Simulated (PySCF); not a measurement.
**Static response to an electric field**

C₃H₆N₂SSi.
SMILES with atom numbers: `[CH3:1][c:2]1[n:3][n:4][s:5][c:6]1[SiH3:7]` (hydrogens: H8, H9, H10 on C1; H11, H12, H13 on Si7)

Cartesian coordinates in Å at the GFN2-xTB level; atoms count from 1:
```
atom  x, y, z in Å
C1    -0.7583   -1.6287   -0.0504
C2    -0.9066   -0.1806    0.2575
N3    -2.0768    0.2939    0.7189
N4    -2.1065    1.5274    0.9492
S5    -0.6645    2.2801    0.6202
C6     0.0578    0.8027    0.1241
Si7    1.8385    0.7319   -0.4605
H8    -0.5002   -1.7718   -1.0982
H9    -1.6992   -2.1303    0.1580
H10    0.0264   -2.0712    0.5609
H11    2.1340   -0.6559   -0.8095
H12    2.6881    1.1944    0.6364
H13    1.9630    1.6087   -1.6244
```

Level: PBE0/def2-SVPD (PySCF), static field, nuclei fixed, core orbitals frozen in the response. The polarisability tensor in these axes (au):

```
x   103.14   3.80 -11.62
y     3.80 102.80   5.58
z   -11.62   5.58  69.56
```

Task: What are the eigenvalues, a third of the trace, and Δα (Δα² = ½Σ(αi − αj)² over the three pairs)?

Result: Principal values 64.83, 102.92 and 107.75 au; mean 91.83 au = 13.61 Å³ = 15.14 × 10⁻⁴⁰ C²·m²/J; Δα = 40.72 au (44 % of the mean).

Task: What is the dipole moment, and where does it point?

Result: (3.17, -1.00, -1.20) D, 3.53 D in size, pointing from the negative to the positive side. Measured along this direction, the outermost atoms are N4 at the negative end and H11 at the positive end.

Task: Along which axes do the principal values lie, and how far do the nuclei extend along each?

Result: Largest value along (0.87, 0.44, -0.20), where the nuclei span 5.22 Å; middle along (-0.38, 0.88, 0.28), 4.11 Å; least along (0.30, -0.17, 0.94), 2.41 Å. The response follows the extents in order.

Task: Rayleigh depolarisation ratio (linearly polarised light, static tensor)?

Result: ρ = 3Δα²/(45ᾱ² + 4Δα²) = 4975.3/(379487 + 6633.8) = 0.0129.

Task: Find the Langevin capture rate constant for O2+ (31.990 u) meeting this molecule (130.002 u), k = 2.342 × 10⁻⁹ cm³/s × √(α in Å³ / reduced mass in u).

Result: The reduced mass is 25.67 u, so k = 1.71 × 10⁻⁹ cm³/s. The formula leaves out the permanent dipole, which adds to the capture rate.

Task: What would n − 1 = 2πNα be for an ideal gas of these molecules at 400 K and 1 atm, electronic part alone?

Result: N = p/kT = 1.8347 × 10¹⁹ cm⁻³, so n − 1 = 2π × N × 13.61 × 10⁻²⁴ cm³ = 1569 × 10⁻⁶ at long wavelengths, for an ideal gas.

Task: Form Σ f/ω² (atomic units) for the 8 lowest TDDFT singlets, given as eV and f, and set it beside the mean polarisability, which is this sum over all singlets: 3.93, 0.0014; 5.12, 0.0462; 5.74, 0.1061; 6.00, 0.0002; 6.03, 0.0004; 6.22, 0.0574; 6.29, 0.0020; 6.71, 0.0038.

Result: They add up to 4.96 au, 5.4 % of the 91.83 au; the largest single term is 2.38 au, from the state at 5.74 eV. Terms in order: 0.07, 1.30, 2.38, 0.00, 0.01, 1.10, 0.04, 0.06 au. Higher excitations give the rest. The strengths listed sum to 0.217.

Geometry: GFN2-xTB; no solvent, vibrations or thermal averaging. GFN2-xTB frequencies show an imaginary mode (56i cm⁻¹), so this geometry is no minimum at that level.

The run behind these numbers computed excited states as well. The run took 55 s of wall time on one thread of an Arm Neoverse N1, no GPU (shared host), and the process peaked at 0.81 GiB of memory.
